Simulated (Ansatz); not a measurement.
Task: Name a neutral molecule of C, F, Si and H with HOMO–LUMO gap (PBE0/def2-TZVPP) between 6.40 and 6.70 eV and LUMO energy (PBE0/def2-TZVPP) between -0.90 and -0.60 eV (Ansatz, PBE0-D4/def2-TZVP geometry).

Result: `C=C1C[SiH]1CF` (6.69 eV, -0.67 eV); `FC1(F)C[SiH]1[SiH3]` (6.48 eV, -0.76 eV); `FC1[SiH2][SiH2][SiH2]1` (6.61 eV, -0.90 eV). Other molecules can fit too; these were computed, each in one conformer that needn't be the lowest.
